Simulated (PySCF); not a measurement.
# Hartree-Fock beside MP2: AlGeH3O

These are calculations, not measurements. They come from PySCF 2.14.0, an open-source quantum chemistry program, on an isolated molecule that a program drew, which may never have been made. The molecule is AlGeH3O (charge 0, singlet), drawn as the SMILES string `[O]=[Al][GeH3]`.

The geometry was optimised and harmonic frequencies were computed with HF and MP2, all in the cc-pV(D+d)Z basis, for the commonest isotopes, with a restricted reference for singlets and an unrestricted one otherwise, and a frozen core in MP2. Germanium has the cc-pVDZ-PP basis, with a core potential (ECP10MDF) in place of its 10 inner electrons, and its 3s, 3p and 3d shells are frozen in MP2. Each result is a local minimum of its method.

Geometry at the HF minimum:
```xyz
6
AlGeH3O, angstrom
O    -0.5169    0.5850    1.2339
Al    0.9095    0.1324    0.7480
Ge    3.1656   -0.5837   -0.0203
H     4.1339   -0.5341    1.1602
H     3.0790   -2.0095   -0.5616
H     3.6404    0.3622   -1.1218
```

Lengths of the bonds as drawn, in Å (atoms numbered as above):
| bond | HF | MP2 |
|---|---|---|
| O1-Al2 | 1.573 | 1.632 |
| Al2-Ge3 | 2.489 | 2.486 |
| Ge3-H4 | 1.528 | 1.533 |
| Ge3-H5 | 1.528 | 1.533 |
| Ge3-H6 | 1.528 | 1.533 |

Rotational constants, in GHz:
```
constant     HF    MP2
       A  80.18     80
       B  1.727  1.696
       C  1.727  1.696
```

Harmonic frequencies in cm^-1, each column in rising order, so a row needn't be the same motion in every method:
| rank | HF | MP2 |
|---|---|---|
| 1 | 153 | 128 |
| 2 | 153 | 128 |
| 3 | 288 | 281 |
| 4 | 484 | 449 |
| 5 | 484 | 449 |
| 6 | 866 | 805 |
| 7 | 961 | 909 |
| 8 | 961 | 909 |
| 9 | 1200 | ? |
| 10 | 2240 | 2196 |
| 11 | 2241 | 2202 |
| 12 | 2247 | 2202 |

**Estimate the missing MP2 frequency from the HF column.**

A single factor s that minimises the squared misfit of MP2 against s times HF over the other rows is sum(HF x MP2) / sum(HF^2) = 0.9736, with an rms misfit of 23 cm^-1. For rank 9 it gives 0.9736 x 1200 = 1168 cm^-1. The calculation gives 1032 cm^-1, 136 cm^-1 below the estimate. The drawn bonds are on average 0.9 % longer in MP2 than in HF.
